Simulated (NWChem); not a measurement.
The numbers come from NWChem runs, not from measurements. System: OSe, charge 0, spin multiplicity 3, at a geometry optimised with UPBE0/def2-SVP. The structure started from a generated list of species. Its SCF solution wasn't tested for a lower state. Level: UMP2/def2-TZVP, 10 core orbitals frozen.

The NWChem input:

```
start mol
memory heap 200 mb stack 900 mb global 1100 mb
geometry units angstroms nocenter noautoz
  O      0.000000     0.000000     1.329138
  Se     0.000000     0.000000    -0.312738
  symmetry group C2v
end
basis spherical
  * library def2-tzvp
end
scf
  uhf
  nopen 2
  maxiter 100
  thresh 1e-7
  semidirect memsize 60000000 filesize 0
  # guess.movecs holds the orbitals of an unrestricted PBE0 run
  vectors input guess.movecs output mol.movecs
end
mp2
  freeze core 10
end
task mp2 energy
```

Output (cleaned and shortened):

```
             Northwest Computational Chemistry Package (NWChem) 7.3.0
             --------------------------------------------------------

                                NWChem Input Module
                                -------------------

 Scaling coordinates for geometry "geometry" by  1.889725989
 (inverse scale =  0.529177249)

 Turning off AUTOSYM since
 SYMMETRY directive was detected!

                             Geometry "geometry" -> ""
                             -------------------------

 Output coordinates in angstroms (scale by  1.889725989 to convert to a.u.)

  No.       Tag          Charge          X              Y              Z
 ---- ---------------- ---------- -------------- -------------- --------------
    1 O                    8.0000     0.00000000     0.00000000     1.32913800
    2 Se                  34.0000     0.00000000     0.00000000    -0.31273800

 Effective nuclear repulsion energy (a.u.)      87.6657017509

            Nuclear Dipole moment (a.u.)
            ----------------------------
        X                 Y               Z
 ---------------- ---------------- ----------------
     0.0000000000     0.0000000000     0.0000226767

      Symmetry information
      --------------------

 Group name             C2v
 Group number             16
 Group order               4
 No. of unique centers     2

      Symmetry unique atoms

     1    2


 Summary of "ao basis" -> "" (spherical)
 ------------------------------------------------------------------------------
       Tag                 Description            Shells   Functions and Types
 ---------------- ------------------------------  ------  ---------------------
 *                         def2-tzvp                  on all atoms

 Summary of "ao basis" -> "ao basis" (spherical)
 ------------------------------------------------------------------------------
       Tag                 Description            Shells   Functions and Types
 ---------------- ------------------------------  ------  ---------------------
 O                         def2-tzvp                11       31   5s3p2d1f
[...]
  AO/Fock/Back tols     =   1.0D-09  1.0D-09  1.0D-09

 GA uses MA = F    GA memory limited = T

 Available:
  local mem=  1.26D+08
 global mem=  1.44D+08
 local disk=  0.00D+00
  mp2_memr nvloc                    57
  nvloc new                    57
   1 passes of  12:        4194304                      46917                   7334065.
   1 passes of  12: M    126150209           G      144166718           F     121955905.

 Semi-direct pass number   1 of   1  for UHF alpha       at        2.6s
  vrange nnbf                  3149
  mp2_eaftype                    27  avail_ma_in_mb                  1099
 EAF : mp2_eaftype filesize          27    3667033.
  mp2_eaf for mointskh                     27
Node 0 wrote     17.2 Mb in      0.0 s     Agg I/O rate:   571.1 Mb/s
 Done moints_semi at        6.6s
  mp2_eaftype                    27  avail_ma_in_mb                  1072
 EAF : mp2_eaftype filesize          27    3667033.
  mp2_eaf for kh                    27
 Done maket at        6.8s
 Done multipass loop at        6.8s

 GA uses MA = F    GA memory limited = T

 Available:
  local mem=  1.26D+08
 global mem=  1.44D+08
 local disk=  0.00D+00
  mp2_memr nvloc                    59
  nvloc new                    59
   1 passes of  10:        4194304                      42219                   6327645.
   1 passes of  10: M    126150209           G      144166718           F     121955905.

 Semi-direct pass number   1 of   1  for UHF beta        at        6.8s
  vrange nnbf                  3149
  mp2_eaftype                    24  avail_ma_in_mb                  1099
 EAF : mp2_eaftype filesize          24    3163822.
  mp2_eaf for mointskh                     24
Node 0 wrote     14.9 Mb in      0.0 s     Agg I/O rate:   571.0 Mb/s
 Done moints_semi at       10.9s
  mp2_eaftype                    24  avail_ma_in_mb                  1075
 EAF : mp2_eaftype filesize          24    3163822.
  mp2_eaf for kh                    24
 Done maket at       11.0s
 Done multipass loop at       11.0s

          -------------------------------------------
          SCF energy               -2474.690126666040
          Correlation energy          -0.481554022226
          Singlet pairs                0.000000000000
          Triplet pairs                0.000000000000
          Total MP2 energy         -2475.171680688266
          -------------------------------------------

          ---------------------------------------------------
                    Spin Component Scaled (SCS) MP2
          Same spin pairs                     -0.147347136949
          Same spin scaling factor             0.333333333333
          Opposite spin pairs                 -0.334206885277
          Opposite spin scaling fact.          1.200000000000
          SCS-MP2 correlation energy          -0.450163974649
          Total SCS-MP2 energy             -2475.140290640689
          ---------------------------------------------------

 -----------------------
 Performance information
 -----------------------

 Timer overhead =  1.36D-07 seconds/call

               Nr. of calls         CPU time (s)                 Wall time (s)                GFlops
             ---------------    -------------------     ------------------------------   -------------------
Name         Min   Avg   Max    Min     Avg     Max     Min     Avg     Max   Mx/calls   Min     Max     Sum
mp2: moin     2     2     2    8.1     8.1     8.1      8.1     8.1     8.1     4.0      0.0     0.0     0.0
mp2: make     2     2     2   0.27    0.27    0.27     0.27    0.27    0.27    0.14      0.0     0.0     0.0
mp2: tota     1     1     1    8.5     8.5     8.5      8.5     8.5     8.5     8.5      0.0     0.0     0.0

 The average no. of pstat calls per process was 5.00D+00
 with a timing overhead of 6.82D-07s

 Task  times  cpu:       11.0s     wall:       11.0s

 Total times  cpu:       11.0s     wall:       11.0s
```
